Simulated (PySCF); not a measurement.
**Question.** Write Cartesian coordinates for `CCc1cc(C#N)cs1` as optimised with GFN2-xTB.

**Answer.** 
```xyz
16
C7H7NS angstrom
C     -2.524    0.176   -0.109
C     -1.579   -0.228    1.025
C     -0.173   -0.321    0.543
C      0.856    0.535    0.764
C      2.056    0.142    0.104
C      3.262    0.860    0.188
N      4.240    1.454    0.269
C      1.903   -1.013   -0.613
S      0.313   -1.632   -0.493
H     -2.223    1.134   -0.527
H     -2.502   -0.569   -0.901
H     -3.542    0.262    0.261
H     -1.629    0.510    1.828
H     -1.892   -1.195    1.428
H      0.786    1.418    1.374
H      2.640   -1.525   -1.201
```

Orientation and origin are arbitrary. Atoms count from 1 in this order. Of the pairs four or more bonds apart, S9···H11 is among the closest relative to their van der Waals radii: 3.04 Å, 101 % of the sum of Bondi's values. The 5-membered ring C3–C4–C5–C8–S9 has internal angles of 91.6° to 112.9° (sum 540°, against 540° for a flat polygon); it is planar, 0.00 Å rms from its mean plane, widest ring torsion 0°. The C–C distances run from 1.356 Å (C3–C4, aromatic) to 1.530 Å (C1–C2, drawn single), a spread of 0.174 Å. The C–S distances run from 1.710 Å (C8–S9, aromatic) to 1.740 Å (C3–S9, aromatic), a spread of 0.030 Å.

Bonds between heavy atoms (Å): C1–C2 1.530, C2–C3 1.490, C3–C4 1.356, C4–C5 1.425, C5–C6 1.406, C6≡N7 1.147, C5–C8 1.368, C8–S9 1.710, C3–S9 1.740.

Computed geometry: GFN2-xTB, gas phase.

Point group: C1 (no symmetry element, even within 0.4 Å). GFN2-xTB frequencies: not computed here. One conformer, not necessarily the lowest (C1–C2–C3–C4 106°).
